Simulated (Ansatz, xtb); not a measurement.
Reaction 2 R1 → 3 P1, each structure at its B3LYP-D3(BJ)/def2-SVP stationary point, reached from a drawn start (curvature not checked).
P1, H8O4Si4 (SMILES O1[SiH2]O[SiH2]O[SiH2]O[SiH2]1) (charge 0, multiplicity 1, Z-matrix in Å and degrees):
```
O
Si 1 1.6544
O 2 1.6544 1 110.09
Si 3 1.6548 2 148.58 1 -64.69
O 4 1.6549 3 110.22 2 39.04
Si 5 1.6544 4 148.57 3 39.28
O 6 1.6544 5 110.09 4 -64.85
Si 7 1.6549 6 148.54 5 64.79
H 6 1.4797 5 108.04 4 177.40
H 2 1.4797 3 108.03 4 177.55
H 4 1.4835 3 109.74 2 -79.38
H 8 1.4835 7 109.74 6 79.26
H 8 1.4835 12 111.80 1 120.62
H 4 1.4835 11 111.80 5 -120.62
H 2 1.4881 10 111.94 3 120.47
H 6 1.4881 9 111.94 7 -120.47
```
R1: H12O6Si6 (SMILES O1[SiH2]O[SiH2]O[SiH2]O[SiH2]O[SiH2]O[SiH2]1), charge 0, multiplicity 1.

P less R. No zero-point or thermal terms.

Cores are frozen in the correlated methods.

The values were computed with Ansatz (Gaussian basis) for Hartree–Fock, density functionals and correlated methods; xtb for the GFN methods. No computed number here is a measurement.

### Question
Give the reaction energy at the level GFN2-xTB.

### Answer
15.3 kcal/mol

### Question
Estimate the reaction energy that CCSD(T)/cc-pV(D+d)Z returns for this input.

### Answer
7.2 kcal/mol

### Question
Predict the reaction energy from PBE0/def2-TZVPP.

### Answer
-0.6 kcal/mol

Ansatz is an electronic-structure program.
